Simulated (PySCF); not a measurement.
# Kr: ionisation energy

Kr [Kr] (1S) → Kr⁺ [Ar] 3d10 4s2 4p5 (2P), as a difference of total energies. Computed with PySCF 2.14 in aug-cc-pVDZ-DK (6s5p3d, 36 functions), with scalar relativity by spin-free X2C-1e. Correlated levels: valence: [Ar] 3d10 frozen. The calculations carry no spin-orbit coupling.

```tsv
method	ionisation energy (eV)
UHF	13.180
MN15	14.044
PBE	14.115
MP2 (valence)	13.979
SCS-MP2 (valence)	13.900
CCSD (valence)	13.876
CCSD(T) (valence)	13.894
```

Errors of the correlated levels include the incompleteness of this basis and the frozen core.

Which method comes closest to the reference value, and which is furthest?

The reference is 14.222 eV (measured; NIST levels, between the centres of gravity of the two terms). Closest: PBE (error -0.107 eV); furthest: UHF (error -1.042 eV).
